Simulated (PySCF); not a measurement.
Deuteron quadrupole couplings in `C=Cc1nncs1`

Species: C4H4N2S.
Cartesian coordinates in Å at the GFN2-xTB level; atoms count from 1:
```
atom  x, y, z in Å
C1    -2.2246   -0.3337    0.2895
C2    -1.2448    0.5507    0.1325
C3     0.1450    0.1772    0.1262
N4     0.6096   -1.0200    0.2660
N5     1.9233   -1.1036    0.2241
C6     2.5085    0.0250    0.0502
S7     1.4269    1.3732   -0.0848
H8    -3.2578   -0.0341    0.2914
H9    -2.0051   -1.3790    0.4195
H10   -1.4468    1.6044    0.0009
H11    3.5712    0.1425   -0.0085
```

Level: PBE0/pcSseg-1 (PySCF, non-relativistic); Q(2H) = 0.00286 b; rigid geometry, the same for H and D, with no vibrational averaging.

Question: Rank these positions by the coupling χzz of a deuteron there, largest first.
A. H8 (vinylic hydrogen)
B. H9 (vinylic hydrogen)
C. H10 (vinylic hydrogen)

Answer: A (226 kHz), B (222 kHz), C (216 kHz).

Q: Give the electric field gradient Vzz (the principal value of largest size), its asymmetry and the 2H coupling at each hydrogen.

A: 
```tsv
atom	bonded to	bond length (Å)	Vzz (au)	η	χzz (kHz)
H8	C1	1.076	0.3368	0.03	226
H9	C1	1.076	0.3302	0.03	222
H10	C2	1.081	0.3220	0.09	216
H11	C6	1.071	0.3421	0.08	230
```

Q: Give the 2H NMR doublet splittings at H8 for a magnetic field along the z, y and x axes of the gradient: 3χ/2, 3χ(1 + η)/4, 3χ(1 − η)/4.

A: With |χ| = 226.3 kHz and η = 0.034: 339, 176 and 164 kHz, to first order and without motion.

Isolated species at its GFN2-xTB geometry (one conformer only). GFN2-xTB bond lengths can be off by several hundredths of an ångström, more for odd bonds, and the gradients follow them. With so small a basis the couplings can be 20 % off.

The run behind these numbers computed NMR shieldings as well. The run took 14 s on one thread of an Arm Neoverse V1, shared host, and the process peaked at 0.69 GiB of memory.
